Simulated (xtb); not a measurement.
xtb input (GFN2-xTB):

```bash
xtb mol.xyz --gfn 2 --ohess tight --chrg -1 --uhf 0
```
mol.xyz:
```
11

N     -2.21624219     1.00555693    -0.22022670
Si    -1.16320682    -0.26907817    -0.29634849
N      0.35152566     0.09809225     0.59286236
Si     1.92464051    -0.14619445     0.10221104
H     -3.20521179     0.80220499    -0.18164272
H     -0.55116787    -0.74128843    -1.57464463
H     -1.63747903    -1.63397722     0.26885713
H      0.21037459     0.83433337     1.25102968
H      2.20980838    -1.63243790    -0.17113418
H      2.86070999     0.30212635     1.17673261
H      2.33661427     0.56186297    -1.18192695
```

End of the output:

```
   ------------------------------------------------------------------------
    298.15    0.841324E-02    0.755387E-01    0.393951E-01    0.361437E-01
   ------------------------------------------------------------------------

         :::::::::::::::::::::::::::::::::::::::::::::::::::::
         ::                  THERMODYNAMIC                  ::
         :::::::::::::::::::::::::::::::::::::::::::::::::::::
         :: total free energy         -13.074263456699 Eh   ::
         ::.................................................::
         :: total energy              -13.110407133218 Eh   ::
         :: zero point energy           0.067125488995 Eh   ::
         :: G(RRHO) w/o ZPVE           -0.030981812476 Eh   ::
         :: G(RRHO) contrib.            0.036143676520 Eh   ::
         :::::::::::::::::::::::::::::::::::::::::::::::::::::

optimized geometry written to: xtbopt.xyz

           -------------------------------------------------
          | TOTAL ENERGY              -13.110407133218 Eh   |
          | TOTAL ENTHALPY            -13.034868402193 Eh   |
          | TOTAL FREE ENERGY         -13.074263456699 Eh   |
          | GRADIENT NORM               0.000121384074 Eh/α |
          | HOMO-LUMO GAP               3.646981953196 eV   |
           -------------------------------------------------

------------------------------------------------------------------------
------------------------------------------------------------------------
 total:
 SCF:
 ANC optimizer:
 analytical hessian:
```

It need not be the lowest isomer of its formula. Whether it binds its extra electron was not tested at this geometry.
